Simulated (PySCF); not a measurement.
# WO(OH)4 at several levels of theory

Computed with PySCF 2.14.0 (density fitting, no spin-orbit coupling) at the geometry relaxed with BP86:

```xyz
10
WO(OH)4 (singlet; a saddle point, relaxed within its symmetry)
W     0.0000    0.0000    0.1586
O     0.0000    0.0000    1.8785
O     1.8315    0.2628   -0.3935
H     2.5095   -0.3945   -0.1407
O    -0.2628    1.8315   -0.3935
H     0.3945    2.5095   -0.1407
O    -1.8315   -0.2628   -0.3935
H    -2.5095    0.3945   -0.1407
O     0.2628   -1.8315   -0.3935
H    -0.3945   -2.5095   -0.1407
```

```csv
level,basis,state,HOMO (eV),gap (eV),charge on W1 (e),dipole about the centre of mass (D),largest force component (eV/Å)
BP86,"W def2-SVP with ECP60, O def2-SVP, H def2-SVP",singlet,-7.49,3.67,0.99,0.25,0.00
revPBE,the same,singlet,-7.33,3.67,1.01,0.26,0.22
TPSSh,the same,singlet,-8.19,4.73,1.20,0.27,0.69
PBE,the same,singlet,-7.38,3.67,0.97,0.25,0.12
BP86,"W def2-TZVP with ECP60, O def2-TZVP, H def2-TZVP",singlet,-7.73,3.76,1.37,0.27,0.16
BP86,"W x2c-SVPall, O x2c-SVPall, H x2c-SVPall",singlet,-7.65,3.51,0.70,0.31,0.83
```

Charges are Mulliken's, which hang on the basis. The relaxation used the grid (50, 194), these runs (75, 302) or, all-electron (x2c bases, spin-free X2C Hamiltonian), (99, 590).

Q: What does B3LYP with W def2-SVP with ECP60, O def2-SVP, H def2-SVP give here?

A: state singlet, HOMO (eV) -8.80, gap (eV) 5.54, charge on W1 (e) 1.18, dipole about the centre of mass (D) 0.32, largest force component (eV/Å) 0.84. Time: 8.4 s on 2 threads of Arm Neoverse V1, on a shared host, from an already converged density.

In the first row's basis the gap widens with exact exchange: 3.7 eV for BP86, PBE, revPBE (none); 4.7 to 5.5 eV for TPSSh, B3LYP (a fixed share).

No other spin state of this charge was computed.
